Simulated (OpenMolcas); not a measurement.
**Ne⁵⁺: CASPT2 settings compared**

| Property | Result |
| --- | --- |
| Program | OpenMolcas 26.06 |
| Basis | ANO-L-VDZP [3s2p1d] |
| Scalar Hamiltonian | non-relativistic, point nucleus |
| Active space | 3 electrons in 4 orbitals (2s 2p) |
| State averaging | 2S+1 = 2 odd, 3 roots; 2S+1 = 4 odd, 1 root kept (CI in the orbitals of an earlier block, 0 in the spin-orbit step); 2S+1 = 2 even, 9 roots; 2S+1 = 4 even, 3 roots kept (CI in the orbitals of an earlier block) |
| Spin-orbit coupling | RASSI with atomic mean-field integrals over the reference wave functions, term energies averaged over their components |

Methods on the same reference wave functions:
A. CASSCF
B. SS-CASPT2, IPEA 0.6 Eh, sigma1 regulariser 0.5 Eh (closed shells correlated: 1s)
C. SS-CASPT2, IPEA 0.5 Eh, sigma2 regulariser 0.25 Eh (closed shells correlated: none)
D. XMS-CASPT2, IPEA 0.3 Eh, no level shift (closed shells correlated: 1s)

Energies in cm⁻¹ above 2s² 2p ²P°_1/2, the measured ground level; measured values from NIST levels in Podobedova, Fuhr, Reader and Wiese, J. Phys. Chem. Ref. Data 33, 525 (2004).

```csv
Level,A,B,C,D,Measured
2s² 2p ²P°_1/2,0.0,0.0,0.0,0.0,0.0
2s² 2p ²P°_3/2,1281,1281,1281,1281,1310
2s 2p² ⁴P_1/2,94129,96300,96670,96680,
2s 2p² ⁴P_3/2,94570,96740,97110,97120,
2s 2p² ⁴P_5/2,95291,97460,97830,97840,
2s 2p² ²D_3/2,184214,180550,180780,180130,179021
2s 2p² ²D_5/2,184222,180560,180790,180140,178992
2s 2p² ²S_1/2,235270,233990,234370,234350,230853
```

Deviations, from unrounded energies. A percentage is the sum of absolute deviations over the sum of measured energies, with the sign that they share, or ± where signs differ.

```json
{"Against measurement": "mean absolute deviation (cm-1)", "Levels": "4", "A": "3700", "B": "1600", "C": "1800", "D": "1400"}
{"Against measurement": "fine structure of the ground term (%)", "Levels": "1", "A": "-2.2", "B": "-2.2", "C": "-2.2", "D": "-2.2"}
{"Against measurement": "other configurations (%)", "Levels": "3", "A": "+2.5", "B": "+1.1", "C": "+1.2", "D": "+1.0"}
```

D lies closest to measurement on these levels and A furthest from it. The largest miss of D in the table is 2s 2p² ²S_1/2, by +3500 cm-1. The ranking rests on the paired levels alone, and a cruder setting can come out closer through cancelling errors.

Among B to D the level of the table that moves most is 2s 2p² ²D_3/2, by 650 cm-1 (lowest in D, highest in C). Moves below CASPT2's spread within the term are not significant.

The lowest spin-free term lies below A's lowest term by 0.027 hartree in B, 0.026 hartree in C, 0.030 hartree in D.

CASPT2 does not keep the components of a term degenerate, so their means are used; among the terms shown or strongly mixed into the levels shown the widest spread is 150 cm-1 (2s 2p² ²D, D). Terms from blocks run as CI alone lack orbitals of their own. The basis is small and was not contracted for so high a charge. Measured partners are found by configuration, term and J. A level has none where our copy of the source lacks it or the pairing is in doubt (some pairs that miss far off the trend of their configuration count as doubtful), and it then counts in no deviation. Only configurations of the active space appear. Levels that lie high or do not pair safely by name in every column are left out.

° marks odd parity.
